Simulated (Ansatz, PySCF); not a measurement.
C2H4N, SMILES [CH]=NC, multiplicity 2. Atoms are numbered in the order given.

```xyz
7

C     -0.0200     1.3230     0.0000
N      0.4886     0.2226     0.0000
C     -0.1246    -1.0997     0.0000
H     -1.0732     1.6468     0.0000
H      0.2148    -1.6445    -0.8810
H      0.2148    -1.6445     0.8810
H     -1.2182    -1.0457     0.0000
```
Charge 0, spin multiplicity 2.

Geometry optimised at B3LYP-D3(BJ)/def2-TZVP. The isomer is the one that the SMILES or the coordinates give; other isomers of the formula were not compared.

Two levels are set side by side: PBE-D3(BJ)/def2-TZVP (Ansatz, an electronic-structure program) and B3LYP-D3(BJ)/def2-TZVP (Ansatz). Each level has its own optimised geometry; the coordinates shown are those of the second. Frequencies come from the Hessian of PySCF at each geometry. Differences are taken from unrounded values.

| quantity | B3LYP-D3(BJ) | PBE-D3(BJ) | PBE-D3(BJ) minus B3LYP-D3(BJ) |
|---|---|---|---|
| mean bond length (Å) | 1.174 | 1.182 | 0.008 |
| bond C1–N2 (Å) | 1.212 | 1.222 | 0.009 |
| bond N2–C3 (Å) | 1.458 | 1.457 | 0.000 |
| bond C1–H4 (Å) | 1.102 | 1.111 | 0.010 |
| bond C3–H5 (Å) | 1.090 | 1.099 | 0.009 |
| bond C3–H6 (Å) | 1.090 | 1.099 | 0.009 |
| bond C3–H7 (Å) | 1.095 | 1.104 | 0.009 |
| highest harmonic wavenumber (cm⁻¹) | 3112 | 3049 | -63 |
| mean harmonic wavenumber (cm⁻¹) | 1585 | 1540 | -46 |
| zero-point energy (kcal/mol) | 34.00 | 33.01 | -0.98 |

GGA bonds tend to be longer and softer than those of functionals with exact exchange. Differences between two approximate levels are no errors against the true value.
